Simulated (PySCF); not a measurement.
triplet silylene (H₂Si), triplet, geometry from GFN2-xTB. Base run: B3LYP/6-31G* run with PySCF.

Here is a job for PySCF.
```python
from pyscf import gto, scf, dft, solvent

mol = gto.Mole()
mol.atom = '''
    Si   -0.006391   -0.001951    0.085235
    H     0.045667    1.283842   -0.567511
    H     0.043812   -1.256535   -0.625785
'''
mol.basis = '6-31g*'
mol.charge = 0
mol.spin = 2
mol.verbose = 3
mol.build()

mf = dft.UKS(mol)
mf.xc = 'b3lyp'
mf.kernel()
```

Variants of this job, named by their change:

```
change                                                  ΔE vs base (kcal/mol)  dipole (D)
------------------------------------------------------  ---------------------  ----------
base                                                                    0.000        0.16
model = IEF-PCM; solvent = 2-propanol                                  -0.223        0.21
model = IEF-PCM; solvent = chloroform                                  -0.169        0.20
model = IEF-PCM; solvent = toluene; vdw_scale = 1.4                    -0.050        0.18
model = IEF-PCM; solvent = toluene; lebedev_order = 41                 -0.111        0.19
model = IEF-PCM; solvent = toluene; vdw_scale = 1.1                    -0.180        0.19
model = ddCOSMO; solvent = toluene                                     -0.115        0.17
model = IEF-PCM; solvent = water                                       -0.238        0.21
model = C-PCM; solvent = toluene                                       -0.137        0.19
model = SS(V)PE; solvent = toluene                                     -0.110        0.19
model = IEF-PCM; solvent = dichloromethane                             -0.201        0.21
model = IEF-PCM; solvent = toluene; lebedev_order = 11                 -0.121        0.19
```

The base is the gas phase, so ΔE is the electrostatic part of solvation at a fixed geometry, without cavity and dispersion terms.

Open shells are given as the SCF converged; they aren't shown to be the lowest states, and a large step between rows can be another state.
